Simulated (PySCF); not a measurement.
C5H10O, SMILES CC[C@@H]1CCO1.

Coordinates come from a B3LYP-D3(BJ)/def2-SVP optimisation. One conformer was computed; it need not be the lowest.

Method: PBE/def2-TZVP run with PySCF.

Isolated molecule, no solvent.

Computed frontier levels, gap, dipole moment and polarisability:
| Item | Result |
|---|---|
| highest occupied level | -5.54 eV |
| lowest empty level | 0.51 eV |
| orbital gap | 6.05 eV |
| dipole moment | 1.62 D |
| quadrupole, principal values (traceless, Buckingham form, about the centre of nuclear charge) | -3.80, 1.03, 2.78 D·Å |
| mean static polarisability | 65.5 bohr³ (9.71 Å³) |
| polarisability, principal values | 58.6, 60.9, 77.1 bohr³ |
